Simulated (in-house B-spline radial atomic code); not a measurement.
Results of a calculation; reference values are marked as such.
## Correlation energy from the adiabatic connection: −Z exp(−kr)/r, Z = 7.62, k = 3.14

Two electrons in a singlet, external potential −Z exp(−kr)/r, Z = 7.62, k = 3.14 (atomic units). Full CI in B-splines (partial waves to l = 8, correlation up to 0.6 % small) with the density held fixed gives W(λ) = <V_ee>_λ − U, and E_c is the integral of W(λ) − W(0) from 0 to 1.

| λ | W(λ) − W(0) (hartree) |
| --- | --- |
| 0 | 0.00000 |
| 0.02 | -0.00193 |
| 0.05 | -0.00482 |
| 0.12 | -0.01152 |
| 0.25 | -0.02382 |
| 0.4 | -0.03778 |
| 0.6 | -0.05602 |
| 0.8 | -0.07386 |
| 1 | -0.09129 |

Task: Integrate the table by the trapezoid rule.

Result: The strips give -0.00002, -0.00010, -0.00057, -0.00230, -0.00462, -0.00938, -0.01299, -0.01651, which sum to -0.04649 hartree. The direct value, W(1) − W(0) + T_c with T_c = 0.04477, is -0.04652; the curve is convex, so chords lie above it and the trapezoids fall short in size by 0.06 %.

Task: Now use only three numbers: W(0) = -3.957, the initial slope W'(0) = -0.0967 (extrapolated from the first points) and the strong-coupling limit of the point-charge-plus-continuum model, W∞ = -5.6547. What do second-order theory and the interpolation W(λ) = W∞ + (W(0) − W∞)/√(1 + 2χλ) of Seidl, Perdew and Levy give?

Result: Second order keeps the slope alone: E_c = W'(0)/2 = -0.04835, +4 % in size against -0.04652. Matching the slope fixes χ = W'(0)/(W∞ − W(0)) = -0.0967/(-1.69770) = 0.05696. Integrating, with s = √(1 + 2χ) = 1.055424, E_c = −(W(0) − W∞)(s − 1)/(s + 1) = −1.69770 × 0.055424/2.055424 = -0.04578 hartree, -1.6 % in size against the full result. At λ = 1 the formula gives W − W(0) = -0.08915 against -0.09129. Part of the miss can come from the model's W∞.
